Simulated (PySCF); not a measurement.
## KRb and its ions

PBE; basis K def2-SVP, Rb def2-SVP with ECP28; scalar-relativistic core potentials; PySCF 2.14. Neutral (UKS): singlet (closed shell), Re = 4.138 Å, ωe = 72.3 cm⁻¹, De = 0.56 eV, HOMO -2.53 eV, LUMO -1.63 eV.

KRb⁺ (UKS): doublet (σ ↑), Re = 4.800 Å, ωe = 48.1 cm⁻¹, De = 0.75 eV to K + Rb⁺. The energies at the minima are -623.71522 hartree for KRb and -623.56469 for KRb⁺.

(1) Work out the adiabatic ionisation energy, without and with harmonic zero-point energies (1 hartree = 27.2114 eV, 1 eV = 8065.5 cm⁻¹), and the change of the bond length.

Closed-shell solutions of metal pairs were not tested for spin polarisation, which can lower them a little. Spin–orbit coupling is left out. For an ion De counts to the pair picked by the measured ionisation energies or electron affinities, which need not be the lowest pair at this level. States were picked by a PBE0 search and need not be the measured ground states.

Results:

(1) At PBE: 0.15053 hartree = 4.096 eV between the minima; the zero-point term (48.1 − 72.3)/2 cm⁻¹ = -0.002 eV makes it 4.095 eV. Re changes by +66.2 pm against the neutral. Minus the HOMO energy is 2.53 eV, -1.57 eV from the value between the minima; self-interaction puts the Kohn–Sham level too high, less so with exact exchange. The electron leaves a σ orbital, and the longer bond of the ion fits a bonding orbital, or a change in how ionic the bond is.
